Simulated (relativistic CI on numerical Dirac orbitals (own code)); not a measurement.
**Crystal-field levels of Cr5+, 3d**

Calculated by Dirac-Coulomb-Breit CI, orbitals from a KLI potential per configuration, a model potential for QED, valence Slater integrals scaled by 0.8, one configuration in a parametric crystal field (own radial code).

Field parameters in Wybourne normalisation: Oh B⁴₀ = 21Dq, B⁴₄ = √(5/14) B⁴₀. The field is a parameter set, without covalency.

S is read from ⟨S²⟩ = S(S + 1).

Levels (cm⁻¹, degeneracy): 0 (4), 549 (2), 24896 (4).

(1) Which field gives this pattern?
A. Oh, 10Dq = 15300 cm⁻¹
B. Oh, 10Dq = 29400 cm⁻¹
C. Oh, 10Dq = 24700 cm⁻¹
D. Oh, 10Dq = 10600 cm⁻¹

## Answers

(1) C. Oh, 10Dq = 24700 cm⁻¹, ground level with S = 0.50.
